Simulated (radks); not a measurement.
Values are calculated unless marked as measured or tabulated.
Problem. These are the eigenvalues of the occupied orbitals of an atom or ion with whole-number occupations (eV). Level of theory: scalar-relativistic Kohn-Sham, PBE, spin-polarised, spherical densities, point nucleus (a radial shooting solver on a logarithmic mesh with Libxc functionals).

orbital  eigenvalue
1s        -24166.38
2s        -3528.267
2p        -3163.206
3s        -636.0609
3p        -516.0661
3d        -325.5042
4s         -85.3318
4p         -51.1990
4d          -4.0477

Which element is it, and in what charge state? The configuration may be excited. Open shells, if any, are filled with parallel spins first.

Solution. Z = 46, palladium, charge 0: Pd in [Kr] 4d10. The list shows which subshells hold electrons but not how many an open one holds; the 1s level, -888.1 hartree, gives Z - s = 42.1 by -(Z - s)^2/2, which with screening and relativity narrows Z to a few neighbours, and the depths of the outer levels then fix element, charge and occupations together.
